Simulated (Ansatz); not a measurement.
CH8BNSi2, SMILES `C[SiH]1[SiH2]B1N`, relaxed with RKS PBE0-D4/def2-TZVP in Ansatz from a PBE-D4/def2-SVP geometry. The force threshold is 0.005 eV/Å; the program also tests the step.

Total charge 0; spin multiplicity 1.

Start:

```xyz
13

C    -0.566   -0.606   -2.125
Si   -0.172    0.602   -0.714
Si    1.638    0.755    0.819
B    -0.258    0.250    1.241
N    -0.897   -0.594    2.146
H     0.051   -0.378   -3.017
H    -0.354   -1.646   -1.810
H    -1.635   -0.540   -2.413
H    -0.375    2.044   -1.107
H     2.117    2.181    0.873
H     2.769   -0.211    1.076
H    -1.811   -1.019    1.969
H    -0.505   -0.837    3.060
```

```tsv
step	energy (eV)	largest force (eV/Å)	largest move (Å)
1	-19079.8969	0.561	0.000
2	-19079.9398	0.147	0.026
3	-19079.9437	0.021	0.020
4	-19079.9438	0.033	0.029
5	-19079.9444	0.036	0.033
6	-19079.9449	0.018	0.011
7	-19079.9452	0.021	0.023
8	-19079.9455	0.029	0.036
9	-19079.9456	0.021	0.013
10	-19079.9457	0.011	0.011
11	-19079.9457	0.005	0.004
12	-19079.9457	0.004	0.002
```

End:

```xyz
13

C    -0.528   -0.597   -2.158
Si   -0.165    0.555   -0.720
Si    1.624    0.737    0.771
B    -0.260    0.199    1.228
N    -0.905   -0.552    2.188
H     0.037   -0.295   -3.042
H    -0.249   -1.621   -1.904
H    -1.592   -0.581   -2.405
H    -0.469    1.983   -1.020
H     2.134    2.128    0.898
H     2.702   -0.261    1.018
H    -1.804   -0.981    2.040
H    -0.526   -0.714    3.107
```

Hardware: 4 threads of an Arm Neoverse V1 on a shared host. Wall time 54 s, peak host memory 0.59 GiB.
